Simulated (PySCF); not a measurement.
C2H4OSi, SMILES C#C[SiH2]O, singlet (PBE0/def2-SVP optimised geometry):

```
8

Si    -0.301    -1.579     0.000
O      1.361    -1.579     0.000
C     -0.968     0.135     0.000
C     -1.405     1.271    -0.008
H     -0.714    -2.275     1.244
H     -0.862    -2.268    -1.200
H      1.795    -1.087    -0.703
H     -1.795     2.275    -0.012
```

Method: PBE0/def2-TZVP in PySCF 2.14.0.

**Question.** What are the frontier orbital energies and the dipole moment?

**Answer.** HOMO-2 -9.18 eV, HOMO-1 -8.45 eV, HOMO -8.27 eV, LUMO -0.64 eV, LUMO+1 -0.04 eV; dipole moment 1.64 D.

On the same geometry PBE/def2-TZVP (PySCF 2.14.0) gives HOMO-2 -7.60 eV, HOMO-1 -7.21 eV, HOMO -7.03 eV, LUMO -1.56 eV, LUMO+1 -1.01 eV; dipole moment 1.58 D.

Meta-Löwdin charges at PBE0/def2-TZVP: Si1 0.89, O2 -0.75, C3 -0.31, C4 -0.15, H5 -0.10, H6 -0.12, H7 0.36, H8 0.18.
